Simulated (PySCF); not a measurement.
Bi(H)(Cl)2, SMILES [Cl][BiH][Cl], PBE0/def2-SVP optimised geometry.

```
4

Bi    -1.19    -0.90     0.00
H     -1.28     0.90     0.00
Cl     1.28    -0.90     0.00
Cl    -1.65    -1.06     2.42
```

Density from PBE0/def2-TZVP, def2 effective core potentials past Kr in PySCF at that geometry. The core electrons that the potentials of Bi replace are not part of the density.

Minimum of the electron density along straight lines between bonded atoms, close to the bond critical point (lines longer than 1.1 times the sum of covalent radii, or with two minima, are not listed):

```json
[
 {"bond": "Bi1–H2", "length / Å": "1.808", "ρ at the minimum / e bohr⁻³": "?", "∇²ρ there / e bohr⁻⁵": "?", "position (fraction from the first atom)": "0.65"},
 {"bond": "Bi1–Cl3", "length / Å": "2.469", "ρ at the minimum / e bohr⁻³": "0.080", "∇²ρ there / e bohr⁻⁵": "0.13", "position (fraction from the first atom)": "0.49"},
 {"bond": "Bi1–Cl4", "length / Å": "2.469", "ρ at the minimum / e bohr⁻³": "0.080", "∇²ρ there / e bohr⁻⁵": "0.13", "position (fraction from the first atom)": "0.49"}
]
```

Complete the blanks.


- Bi1–H2, ρ at the minimum / e bohr⁻³: 0.112
- Bi1–H2, ∇²ρ there / e bohr⁻⁵: 0.01
